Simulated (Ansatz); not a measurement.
Mulliken charges of C2H2AlCl (`Cl[C]1=[CH][AlH]1`) from B3LYP/def2-TZVPP in Ansatz (PBE0-D4/def2-TZVP geometry).

| atom | x (Å) | y (Å) | z (Å) | charge (e) |
| --- | --- | --- | --- | --- |
| Cl1 | -0.623 | -2.402 | 0.114 | -0.101 |
| C2 | -0.312 | -0.714 | 0.005 | -0.080 |
| C3 | 0.874 | -0.068 | 0.151 | -0.215 |
| Al4 | -0.517 | 1.118 | -0.210 | 0.352 |
| H5 | 1.855 | -0.485 | 0.364 | 0.106 |
| H6 | -1.236 | 2.488 | -0.470 | -0.061 |

Task: By hand: the dipole of these point charges (1 e Å = 4.8032 D).

Result: Σ q r = (-0.010, 0.505, -0.051) e Å, of length 0.508 e Å = 2.44 D.

Task: How does the dipole of the full density compare? (Best estimate.)

Result: The calculation gave: (-0.012, 0.507, -0.051) e Å, 2.45 D; the point charges give 1.00 times that, at 0° from its direction.

Point charges leave out the atoms' own dipoles, such as those of lone pairs, and Mulliken's split depends on the basis, so the close match here is no proof of good charges.

B3LYP here is the variant with VWN-RPA as its local correlation; programs differ in this.
